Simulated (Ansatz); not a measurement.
Calculated with Ansatz (gas phase, PBE0-D4/def2-TZVP geometries, no zero-point term in ΔE). CCSD(T)/CBS is the MP2 limit (def2-TZVPP, def2-QZVPP) plus CCSD(T) − MP2 in def2-TZVPP, frozen cores. This one scheme is used for every species. DFT in def2-TZVPP. B3LYP here is the variant with VWN-RPA as its local correlation; programs differ in this. HSE06 is defined as in plane-wave codes. def2 core potentials past Kr. For In outer-core shells are correlated without core-valence functions, which leaves a few kJ/mol of doubt a bond. Each species was taken in one conformer, which may not be the lowest.

Reaction (ligand exchange at the In–S bond): `[F][In]([SH])[SH]` + H–F → `[F][In]([F])[SH]` + H₂S

`[F][In]([SH])[SH]`:

Z-matrix (Å, degrees):
```
In
S 1 2.360
S 1 2.357 2 131.6
F 1 1.946 2 113.6 3 -179.9
H 2 1.345 1 91.3 3 180.0
H 3 1.344 1 92.9 2 0.3
```

H–F:

```xyz
2

F     0.113   -0.443   -0.049
H    -0.113    0.443    0.049
```

`[F][In]([F])[SH]`:

```xyz
5

F    -1.193   -0.879   -1.436
In    0.134    0.198   -0.531
F     1.140    1.290   -1.763
S     0.449    0.151    1.788
H    -0.529   -0.760    1.942
```

H₂S:

Cartesian coordinates in Å:
```
S -0.186 -0.327 0.492
H -0.744 0.648 -0.241
H 0.930 -0.321 -0.251
```

| level | ΔE (kJ/mol) | difference from CCSD(T)/CBS |
| --- | --- | --- |
| LDA (SPW92) | 48.8 | 4.6 |
| PBE-D4 | 40.5 | -3.7 |
| revPBE-D4 | 38.1 | -6.1 |
| BLYP-D4 | 30.4 | -13.8 |
| r2SCAN-D4 | 37.5 | -6.7 |
| B97M-V | 30.7 | -13.5 |
| PBE0-D4 | 47.3 | 3.1 |
| B3LYP-D4 | 36.9 | -7.3 |
| r2SCANh-D4 | 40.9 | -3.3 |
| r2SCAN0-D4 | 45.1 | 0.9 |
| HSE06-D4 | 47.9 | 3.7 |
| BHLYP-D4 | 41.2 | -3.0 |
| ωB97X-V | 32.4 | -11.8 |
| ωB97M-V | 37.7 | -6.5 |
| B2PLYP | 35.9 | -8.3 |
| PBE-QIDH | 48.3 | 4.1 |
| PBE | 37.2 | -7.0 |
| revPBE | 33.9 | -10.3 |
| BLYP | 24.4 | -19.8 |
| r2SCAN | 36.7 | -7.5 |
| PBE0 | 44.3 | 0.1 |
| B3LYP | 31.6 | -12.6 |
| r2SCANh | 39.9 | -4.3 |
| r2SCAN0 | 44.0 | -0.2 |
| HSE06 | 44.9 | 0.7 |
| BHLYP | 35.1 | -9.1 |
| LC-ωPBE | 30.2 | -14.0 |
| RPA@PBE/def2-TZVPP | 37.3 | -6.9 |
| MP2/def2-SVP | 28.7 | -15.5 |
| CCSD/def2-SVP | 27.5 | -16.7 |
| CCSD(T)/def2-SVP | 28.6 | -15.6 |
| HF/def2-TZVPP | 31.6 | -12.6 |
| MP2/def2-TZVPP | 50.9 | 6.7 |
| SCS-MP2/def2-TZVPP | 41.7 | -2.5 |
| CCSD/def2-TZVPP | 42.3 | -1.9 |
| CCSD(T)/def2-TZVPP | 43.7 | -0.5 |
| HF/def2-QZVPP | 28.6 | -15.6 |
| MP2/def2-QZVPP | 50.1 | 5.9 |
| HF/CBS(def2) | 28.2 | -16.0 |
| MP2/CBS(def2) | 51.4 | 7.2 |
| CCSD(T)/CBS | 44.2 | 0 |

Largest T1 diagnostic among the species: 0.016.

From BLYP to BHLYP (50 % exact exchange), in def2-TZVPP and without D4, ΔE moves by +10.6 kJ/mol. Leaving LDA and LC-ωPBE aside and taking each functional with its dispersion term where it has one, the values spread over 17.9 kJ/mol, from BLYP-D4 to PBE-QIDH. LDA lies +11.5 kJ/mol from PBE without D4. In def2-TZVPP, CCSD(T) changes the Hartree–Fock value by +12.1 kJ/mol (the triples alone add +1.4 kJ/mol) and MP2 by +19.2 kJ/mol.
